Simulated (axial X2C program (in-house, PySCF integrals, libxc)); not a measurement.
## What spin–orbit coupling does to CaGa

Calculated with an in-house all-electron X2C program for linear molecules (integrals from PySCF). Spin-free means the one-electron spin-free X2C Hamiltonian; two-component (2c) means X2C with spin–orbit coupling and atomic mean-field two-electron Coulomb and Gaunt terms, so the difference of the two also holds small scalar two-electron terms. Basis: Ga dyall-cv3z [9s9p7d4f1g], Ca dyall-cv3z [11s12p6d4f] (cores contracted in-house); Gaussian nuclei, density fitting, unrestricted open shells. Masses: Ga 68.926 u, Ca 39.963 u.

Spin-free state: M_S = 1/2, Λ = 1 (beyond evenly filled blocks: π+α); fragments Ga + Ca.

```json
{"level": "PBE0", "Re (Å)": "3.095", "ωe (cm⁻¹)": "149.5", "De (eV)": "0.604", "μ (D)": "2.22"}
{"level": "TPSSh", "Re (Å)": "3.070", "ωe (cm⁻¹)": "155.5", "De (eV)": "0.637", "μ (D)": "2.11"}
```

Dipoles are positive if Ca is the positive end.

(1) Within this multiplet, which Ω should lie lowest by the rule for regular and inverted multiplets?

Two-component determinant lowest at the distance of the search:

Ω = 1/2 (⟨Sz⟩ = -0.50, ⟨Lz⟩ = 1.00 at PBE0); fragments Ga + Ca.

```
level  Re (Å)  ωe (cm⁻¹)  μ (D)
 PBE0   3.097      148.3   2.21
TPSSh   3.071      154.8   2.11
```

(2) From the two tables, how do the constants change at the PBE0 level (2c against spin-free)?

Occupations by symmetry block were frozen at the best pattern of an incomplete PBE0 search. De is counted from the lowest determinant-based energies of the atoms at the same level, without counterpoise correction. De is not given where an atomic determinant may have missed its ground term or J level, or where the truncated virtual space spoils (T). Density functionals use the spin component along the axis (collinear). Other states lie close and PBE0, whose exact exchange favours high spin, may order them wrongly; the determinant shown need not be the ground state. The nearest other spin-free determinant of the search, M_S = 1/2, Λ = 0, lies 0.35 eV up at the distance of the search. Without a current term, density functionals place determinants with orbital angular momentum somewhat too high. The atomic limit has a lower orbital projection than the molecule and lies lower at mean-field level, so De may be about a tenth of an eV too small. The determinant is spin-polarised beyond a pure state at some levels (its spin-free form has ⟨S²⟩ too high), which makes Re and μ there less reliable.

Results:

(1) The open π shell holds one electron, so the multiplet is regular: Ω = Λ − 1/2 = 1/2. The PBE0 2c search agrees, though Ω = 3/2 of the search lies only 0.05 eV higher.

(2) At the PBE0 level Re goes up by 0.002 Å and ωe drops by 1.2 cm⁻¹.
